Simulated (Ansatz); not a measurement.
Ansatz (an electronic-structure program) input (B3LYP-D3(BJ)/def2-TZVP):

Ansatz 0.2 input:
```yaml
crystal:
  periodic: [false, false, false]
  atoms:
    - {symbol: Zn, position_ang: [-0.30827856, -0.15207599, -0.24021930]}
    - {symbol: O, position_ang: [1.02502665, 0.39964584, 0.78710579]}
    - {symbol: H, position_ang: [1.04814358, 1.36511309, 0.90973271]}
basis:
  gaussian:
    orbitals: def2-TZVP
hamiltonian:
  xc: b3lyp
  dispersion: d3bj
total_charge: 1
phonons: {temperatures: {t_min: 298.15, t_max: 298.15, t_step: 100}}
```

Output:

```
Functional definition: B3LYP
integrals: 0.02 GiB planned
720 factors; their error is unknown
mean field: 0.22 GiB planned
mean field evaluation 1: about -50448.6774 eV, gradient 1.3e2 eV
mean field evaluation 2: about -50221.6876 eV, gradient 2.3e2 eV
mean field evaluation 4: about -50474.3272 eV, gradient 3.3e1 eV
mean field evaluation 8: about -50476.0264 eV, gradient 2.5e-1 eV
mean field evaluation 16: about -50476.0944 eV, gradient 2.7e-5 eV
mean field -50476.09435235 eV, -1854.9622535232 hartree, gradient 2.7e-5 eV, S^2 0.000000; 0 other end points of the search recorded, 0 dependent functions left out
the calculation of the forces begins
reference -50476.09454249 eV, -1854.9622605108 hartree; 19, 19 occupied and 66, 66 virtual orbitals, 720 factors
these checks for a lower state are left out or cut short: stability, starts, cluster_reference, orbital_swaps, neighbouring_geometries, increment
integrals: 0.02 GiB planned
720 factors; their error is unknown
mean field: 0.22 GiB planned
mean field -50476.09431493 eV, -1854.9622521483 hartree, gradient 8.4e-7 eV, S^2 0.000000; 0 other end points of the search recorded, 0 dependent functions left out
the calculation of the forces begins
reference -50476.09450502 eV, -1854.9622591340 hartree; 19, 19 occupied and 66, 66 virtual orbitals, 720 factors
these checks for a lower state are left out or cut short: stability, starts, cluster_reference, orbital_swaps, neighbouring_geometries, increment
integrals: 0.02 GiB planned
720 factors; their error is unknown
mean field: 0.22 GiB planned
mean field evaluation 32: about -50476.0943 eV, gradient 7.9e-7 eV
mean field -50476.09426913 eV, -1854.9622504651 hartree, gradient 8.5e-7 eV, S^2 0.000000; 0 other end points of the search recorded, 0 dependent functions left out
the calculation of the forces begins
reference -50476.09445933 eV, -1854.9622574546 hartree; 19, 19 occupied and 66, 66 virtual orbitals, 720 factors
these checks for a lower state are left out or cut short: stability, starts, cluster_reference, orbital_swaps, neighbouring_geometries, increment
integrals: 0.02 GiB planned
720 factors; their error is unknown
mean field: 0.22 GiB planned
mean field -50476.09433444 eV, -1854.9622528650 hartree, gradient 8.5e-7 eV, S^2 0.000000; 0 other end points of the search recorded, 0 dependent functions left out
the calculation of the forces begins
reference -50476.09452460 eV, -1854.9622598532 hartree; 19, 19 occupied and 66, 66 virtual orbitals, 720 factors
these checks for a lower state are left out or cut short: stability, starts, cluster_reference, orbital_swaps, neighbouring_geometries, increment
integrals: 0.02 GiB planned
720 factors; their error is unknown
mean field: 0.22 GiB planned
mean field -50476.09435944 eV, -1854.9622537836 hartree, gradient 8.5e-7 eV, S^2 0.000000; 0 other end points of the search recorded, 0 dependent functions left out
the calculation of the forces begins
reference -50476.09454956 eV, -1854.9622607708 hartree; 19, 19 occupied and 66, 66 virtual orbitals, 720 factors
these checks for a lower state are left out or cut short: stability, starts, cluster_reference, orbital_swaps, neighbouring_geometries, increment
integrals: 0.02 GiB planned
720 factors; their error is unknown
mean field: 0.22 GiB planned
mean field -50476.09428412 eV, -1854.9622510159 hartree, gradient 8.5e-7 eV, S^2 0.000000; 0 other end points of the search recorded, 0 dependent functions left out
the calculation of the forces begins
reference -50476.09447431 eV, -1854.9622580052 hartree; 19, 19 occupied and 66, 66 virtual orbitals, 720 factors
these checks for a lower state are left out or cut short: stability, starts, cluster_reference, orbital_swaps, neighbouring_geometries, increment
integrals: 0.02 GiB planned
720 factors; their error is unknown
mean field: 0.22 GiB planned
mean field evaluation 64: about -50476.0943 eV, gradient 7.8e-7 eV
mean field -50476.09429246 eV, -1854.9622513225 hartree, gradient 8.4e-7 eV, S^2 0.000000; 0 other end points of the search recorded, 0 dependent functions left out
the calculation of the forces begins
reference -50476.09448256 eV, -1854.9622583085 hartree; 19, 19 occupied and 66, 66 virtual orbitals, 720 factors
these checks for a lower state are left out or cut short: stability, starts, cluster_reference, orbital_swaps, neighbouring_geometries, increment
integrals: 0.02 GiB planned
720 factors; their error is unknown
mean field: 0.22 GiB planned
mean field -50476.09427596 eV, -1854.9622507158 hartree, gradient 8.4e-7 eV, S^2 0.000000; 0 other end points of the search recorded, 0 dependent functions left out
the calculation of the forces begins
reference -50476.09446611 eV, -1854.9622577039 hartree; 19, 19 occupied and 66, 66 virtual orbitals, 720 factors
these checks for a lower state are left out or cut short: stability, starts, cluster_reference, orbital_swaps, neighbouring_geometries, increment
integrals: 0.02 GiB planned
720 factors; their error is unknown
mean field: 0.22 GiB planned
mean field -50476.09427053 eV, -1854.9622505165 hartree, gradient 8.5e-7 eV, S^2 0.000000; 0 other end points of the search recorded, 0 dependent functions left out
the calculation of the forces begins
reference -50476.09446066 eV, -1854.9622575037 hartree; 19, 19 occupied and 66, 66 virtual orbitals, 720 factors
these checks for a lower state are left out or cut short: stability, starts, cluster_reference, orbital_swaps, neighbouring_geometries, increment
integrals: 0.02 GiB planned
720 factors; their error is unknown
mean field: 0.22 GiB planned
mean field -50476.09432314 eV, -1854.9622524497 hartree, gradient 8.4e-7 eV, S^2 0.000000; 0 other end points of the search recorded, 0 dependent functions left out
the calculation of the forces begins
reference -50476.09451329 eV, -1854.9622594376 hartree; 19, 19 occupied and 66, 66 virtual orbitals, 720 factors
these checks for a lower state are left out or cut short: stability, starts, cluster_reference, orbital_swaps, neighbouring_geometries, increment
integrals: 0.02 GiB planned
720 factors; their error is unknown
mean field: 0.22 GiB planned
mean field evaluation 96: about -50476.0944 eV, gradient 7.9e-7 eV
mean field -50476.09436064 eV, -1854.9622538278 hartree, gradient 8.5e-7 eV, S^2 0.000000; 0 other end points of the search recorded, 0 dependent functions left out
the calculation of the forces begins
reference -50476.09455077 eV, -1854.9622608152 hartree; 19, 19 occupied and 66, 66 virtual orbitals, 720 factors
these checks for a lower state are left out or cut short: stability, starts, cluster_reference, orbital_swaps, neighbouring_geometries, increment
integrals: 0.02 GiB planned
720 factors; their error is unknown
mean field: 0.22 GiB planned
mean field -50476.09428791 eV, -1854.9622511552 hartree, gradient 8.5e-7 eV, S^2 0.000000; 0 other end points of the search recorded, 0 dependent functions left out
the calculation of the forces begins
reference -50476.09447803 eV, -1854.9622581419 hartree; 19, 19 occupied and 66, 66 virtual orbitals, 720 factors
these checks for a lower state are left out or cut short: stability, starts, cluster_reference, orbital_swaps, neighbouring_geometries, increment
integrals: 0.02 GiB planned
720 factors; their error is unknown
mean field: 0.22 GiB planned
mean field -50476.09426834 eV, -1854.9622504359 hartree, gradient 8.4e-7 eV, S^2 0.000000; 0 other end points of the search recorded, 0 dependent functions left out
the calculation of the forces begins
reference -50476.09445851 eV, -1854.9622574245 hartree; 19, 19 occupied and 66, 66 virtual orbitals, 720 factors
Total energy: -50476.14373144 eV, -1854.9640681712 hartree
Atom 0 at    -0.308279    -0.152076    -0.240219 Å, force    -0.000364     0.000831    -0.000173 eV/Å
Atom 1 at     1.025027     0.399646     0.787106 Å, force     0.001728    -0.000479     0.001201 eV/Å
Atom 2 at     1.048144     1.365113     0.909733 Å, force    -0.001364    -0.000352    -0.001028 eV/Å
Dipole moment:    -0.640468    -0.015909    -0.466171 e Å
Vibrations: 660.77 898.77 3711.51 cm⁻¹, zero-point energy 0.326763 eV
```
